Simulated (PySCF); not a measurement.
p-cresol, SMILES Cc1ccc(O)cc1, singlet (GFN2-xTB optimised geometry):

```
16

C      1.468    -2.059    -0.017
C      0.711    -0.765     0.004
C     -0.676    -0.752     0.004
C     -1.379     0.439     0.002
C     -0.698     1.649     0.000
O     -1.347     2.848     0.000
C      0.693     1.649     0.000
C      1.381     0.453     0.002
H      2.429    -1.953     0.483
H      0.902    -2.848     0.472
H      1.657    -2.366    -1.046
H     -1.220    -1.686     0.006
H     -2.462     0.431     0.004
H     -2.300     2.701     0.001
H      1.212     2.594     0.000
H      2.462     0.465     0.003
```

Method: B3LYP/def2-TZVP (PySCF 2.14.0).

**Question.** What are the frontier orbital energies and the dipole moment?

**Answer.** HOMO-2 -9.06 eV, HOMO-1 -7.07 eV, HOMO -6.05 eV, LUMO -0.40 eV, LUMO+1 0.13 eV; dipole moment 1.35 D.

On the same geometry PBE/def2-TZVP in PySCF gives HOMO-2 -7.86 eV, HOMO-1 -6.26 eV, HOMO -5.22 eV, LUMO -1.08 eV, LUMO+1 -0.57 eV; dipole moment 1.29 D.

Meta-Löwdin charges at B3LYP/def2-TZVP: C1 -0.33, C2 0.01, C3 -0.12, C4 -0.18, C5 0.22, O6 -0.47, C7 -0.15, C8 -0.12, H9 0.11, H10 0.11, H11 0.12, H12 0.11, H13 0.11, H14 0.35, H15 0.12, H16 0.11.
